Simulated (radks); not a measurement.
Results of a calculation; reference values are marked as such.
Ionisation of B+, [He] 2s2, to B2+, [He] 2s1, under several functionals. Scalar-relativistic Kohn-Sham, spin-unpolarised, spherical densities, finite nucleus; a radial shooting solver on a logarithmic mesh with Libxc functionals.

[
 {"functional": "XLYP", "E(B+) (hartree)": "-24.36958", "Exc (hartree)": "-3.61580", "IE (eV)": "25.396", "-e(HOMO) (eV)": "19.446", "<r> HOMO (bohr)": "1.780", "IE error (eV)": "+0.241"},
 {"functional": "r2SCAN", "E(B+) (hartree)": "-24.32398", "Exc (hartree)": "-3.57023", "IE (eV)": "25.510", "-e(HOMO) (eV)": "19.732", "<r> HOMO (bohr)": "1.787", "IE error (eV)": "+0.355"},
 {"functional": "MS2 meta-GGA", "E(B+) (hartree)": "-24.35943", "Exc (hartree)": "-3.60940", "IE (eV)": "25.694", "-e(HOMO) (eV)": "19.893", "<r> HOMO (bohr)": "1.779", "IE error (eV)": "+0.539"},
 {"functional": "AM05", "E(B+) (hartree)": "-24.10922", "Exc (hartree)": "-3.33556", "IE (eV)": "25.224", "-e(HOMO) (eV)": "19.347", "<r> HOMO (bohr)": "1.786", "IE error (eV)": "+0.069"},
 {"functional": "B86b exchange with PBE correlation", "E(B+) (hartree)": "-24.33131", "Exc (hartree)": "-3.57609", "IE (eV)": "25.470", "-e(HOMO) (eV)": "19.553", "<r> HOMO (bohr)": "1.777", "IE error (eV)": "+0.316"},
 {"functional": "exchange-only r2SCAN", "E(B+) (hartree)": "-24.23322", "Exc (hartree)": "-3.47674", "IE (eV)": "24.846", "-e(HOMO) (eV)": "19.102", "<r> HOMO (bohr)": "1.799", "IE error (eV)": "-0.309"},
 {"functional": "BLYP", "E(B+) (hartree)": "-24.34436", "Exc (hartree)": "-3.58897", "IE (eV)": "25.350", "-e(HOMO) (eV)": "19.404", "<r> HOMO (bohr)": "1.780", "IE error (eV)": "+0.195"}
]

NIST Atomic Spectra Database: 25.155 eV (measured). Closest: AM05. The Delta-SCF values span 0.85 eV, the total energies 0.26 hartree. The highest occupied level is 2s. Spin polarisation and multiplet splitting are left out, so open shells lie too high by an amount that depends on their filling.

Beside tabulated values, note that spin-unpolarised runs miss the spin-polarisation part of the exchange energy of open shells.
